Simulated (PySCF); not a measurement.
Al(Me)(vinyl)(OH) (C3H7AlO), SMILES [OH][Al]([CH3])[CH]=C. Atoms are numbered in the order given.

```xyz
12

Al    -0.3116     0.1781     0.2608
C     -2.1950     0.2228     0.7431
H     -2.5485    -0.7697     1.0705
H     -2.8221     0.5087    -0.1185
H     -2.3923     0.9376     1.5566
C      0.4306    -0.9716    -1.1323
C      1.7357    -0.9861    -1.4465
H     -0.2110    -1.6534    -1.7105
H      2.1567    -1.6312    -2.2289
H      2.4660    -0.3464    -0.9333
O      0.7365     1.2175     1.1233
H      1.6819     1.3090     1.0013
```

Geometry optimised at PBE0-D3(BJ)/def2-SVP. The structure was generated by enumeration; whether it is a known compound was not checked. Other conformers were not sampled.

Computed with TDA-LC-ωPBE/def2-SVPD (PySCF 2.14.0).

Vertical excitations. 

Give excitation energies, oscillator strengths and character. (Estimate from the structure and the level; the computed values follow.)


```csv
state,energy (eV),λ (nm),f,main pairs
S1,5.68,218,0.001,HOMO→LUMO 89 %
S2,7.14,174,0.506,"HOMO−1→LUMO 79 %, HOMO→LUMO+1 13 %"
S3,7.44,167,0.008,"HOMO−2→LUMO 46 %, HOMO→LUMO+4 30 %, HOMO−4→LUMO 8 %"
S4,7.51,165,0.008,"HOMO→LUMO+1 70 %, HOMO−1→LUMO 15 %"
S5,7.60,163,0.019,HOMO−1→LUMO+1 69 %
S6,8.12,153,0.001,"HOMO−2→LUMO 36 %, HOMO→LUMO+4 25 %, HOMO−4→LUMO 22 %, HOMO−2→LUMO+4 11 %"
S7,8.17,152,0.012,"HOMO−2→LUMO+1 38 %, HOMO→LUMO+2 27 %, HOMO−3→LUMO 11 %"
S8,8.21,151,0.151,"HOMO−3→LUMO+1 58 %, HOMO−3→LUMO+2 14 %"
S9,8.46,147,0.111,HOMO−3→LUMO 75 %
S10,8.49,146,0.002,"HOMO−7→LUMO 36 %, HOMO−4→LUMO 21 %, HOMO→LUMO+4 17 %, HOMO−5→LUMO 10 %"
T1,3.90,318,0,"HOMO−1→LUMO 77 %, HOMO−1→LUMO+4 14 %"
T2,5.00,248,0,HOMO→LUMO 81 %
T3,6.83,182,0,"HOMO−2→LUMO 43 %, HOMO→LUMO+4 28 %, HOMO−4→LUMO 9 %, HOMO→LUMO 9 %"
T4,6.92,179,0,HOMO→LUMO+1 72 %
```
Triplets are in the Tamm–Dancoff approximation.
